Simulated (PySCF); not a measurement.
FH₅OSi₃.

```xyz
10

F     -2.4205    -0.5452     0.0000
Si    -1.0994     0.4402     0.0000
Si     0.7494    -0.0529     1.4074
O      1.7282    -0.1118     0.0000
Si     0.7494    -0.0529    -1.4074
H     -1.6017     1.8610     0.0000
H      1.2593     1.0049     2.3479
H      0.7254    -1.3754     2.1248
H      0.7254    -1.3754    -2.1248
H      1.2593     1.0049    -2.3479
```
Charge 0, spin multiplicity 1.

The structure is a stationary point at PBE-D3(BJ)/def2-SVP. This is a generated structure with no PubChem entry under its InChIKey; it may be hypothetical.

Computed with PBE0/pcSseg-1 (PySCF). Non-relativistic, no solvent.

Computed absolute GIAO shielding of each atom: isotropic value and principal components (ppm):
| atom | σ(iso) | σ11 | σ22 | σ33 | span |
|---|---|---|---|---|---|
| F1 | 405.7 | 348.7 | 428.1 | 440.2 | 91.5 |
| Si2 | 291.8 | 203.1 | 302.2 | 370.0 | 167.0 |
| Si3 | 334.9 | 228.1 | 315.1 | 461.4 | 233.3 |
| O4 | 282.3 | 190.7 | 307.0 | 349.1 | 158.5 |
| Si5 | 334.9 | 228.1 | 315.1 | 461.4 | 233.3 |
| H6 | 24.5 | 21.7 | 23.5 | 28.2 | 6.5 |
| H7 | 25.4 | 22.3 | 23.8 | 30.0 | 7.7 |
| H8 | 25.2 | 22.3 | 23.8 | 29.6 | 7.2 |
| H9 | 25.2 | 22.3 | 23.8 | 29.6 | 7.2 |
| H10 | 25.4 | 22.3 | 23.8 | 30.0 | 7.7 |
